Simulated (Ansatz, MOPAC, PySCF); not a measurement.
Pair of molecules: CH5N (SMILES CN) (first 7 atoms) with CH6Si (SMILES C[SiH3]); geometry from B3LYP-D3(BJ)/def2-TZVP, rigid monomers moved along the line of their centres of mass till H6···Si9 is 3.70 Å.
(charge 0, multiplicity 1):
```xyz
15

C     -0.979     0.271     0.089
N      0.428     0.158     0.470
H     -1.235    -0.549    -0.584
H     -1.127     1.201    -0.462
H     -1.688     0.256     0.927
H      0.596    -0.706     0.972
H      0.696     0.917     1.084
C      1.534    -0.206     4.698
Si    -0.327    -0.079     4.498
H      1.807    -1.144     5.186
H      1.914     0.614     5.311
H      2.042    -0.168     3.734
H     -0.846    -1.196     3.673
H     -0.701     1.197     3.841
H     -0.991    -0.131     5.824
```

Interaction energies are E(AB) − E(A) − E(B) at the monomers' geometry in the complex; basis-set methods are counterpoise corrected. Rows marked so take none.

Frozen-core correlation. Rows in 6-311+G**, 6-31G* carry no dispersion term and start afresh at each structure (6-31G* with six Cartesian d functions). MP2/6-31G* freezes PySCF's default core. The state that AM1, PM3, PM6 reach isn't checked.

Programs: Ansatz (an electronic-structure program) with Gaussian orbitals; MOPAC for AM1, PM3, PM6 (differences of heats of formation); PySCF for 6-311+G** rows, 6-31G* rows, the dispersion terms. Values without a source in brackets are computed.

Other levels give for the interaction energy: PBE/def2-TZVPPD -0.50; B3LYP/def2-TZVPPD 0.26; B3LYP-D3(BJ)/def2-TZVPPD -1.35; wB97M-V/def2-TZVPPD -1.16; CCSD(T)/aug-cc-pV(D+d)Z -1.03 kcal/mol.

Question: What do these common cheap choices give for the same quantity: AM1, PM3, PM6, BP86/6-31G* (no counterpoise), B3LYP/6-31G*, B3LYP/6-311+G** (no counterpoise), M06-2X/6-31G* (no counterpoise), MP2/6-31G* (no counterpoise)?

Answer: AM1 0.28; PM3 -0.53; PM6 -0.44; BP86/6-31G* (no counterpoise) -0.52; B3LYP/6-31G* 0.28; B3LYP/6-311+G** (no counterpoise) 0.20; M06-2X/6-31G* (no counterpoise) -1.90; MP2/6-31G* (no counterpoise) -1.58 kcal/mol. They span -1.90 to 0.28 kcal/mol.
